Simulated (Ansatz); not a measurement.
Calculated with Ansatz (gas phase, PBE0-D4/def2-TZVP geometries, no zero-point term in ΔE). CBS: MP2 limit from def2 TZ/QZ plus the TZ coupled-cluster correction, frozen cores. Functionals use def2-TZVPP. Elements past krypton have def2 core potentials. For Mg, Sn outer-core shells are correlated without core-valence functions, which leaves a few kJ/mol of doubt a bond. One conformer a species, not always the lowest.

Consider the ligand exchange at the Si–N bond: `[SiH3]/N=[CH]\[SnH3]` + `C[S][Mg][OH]` → `C[S][Mg][O][SiH3]` + `N=[CH][SnH3]`.

```tsv
level	ΔE (kcal/mol)
PBE-D4	-17.5
PBE	-18.5
MP2/CBS(def2)	-20.5
CCSD/CBS(def2)	-22.2
```

(1) What does CCSD(T)/CBS give? (Best estimate.)

Largest T1 diagnostic among the species: 0.015.

Answers

(1) Ansatz gave: -21.4 kcal/mol. The listed levels differ from it by 3.9, 2.9, 0.9, -0.8 kcal/mol.

In def2-TZVPP, CCSD(T) changes the Hartree–Fock value by +4.0 kcal/mol (the triples alone add +0.8 kcal/mol) and MP2 by +4.9 kcal/mol. The D4 term adds +1.8 kcal/mol with B3LYP and +1.0 kcal/mol with PBE0; it sums over pairs of atoms, weighted by their polarisabilities, and B3LYP, whose exchange is more repulsive, gets the larger term.

B3LYP here is the variant with VWN-RPA as its local correlation; programs differ in this.
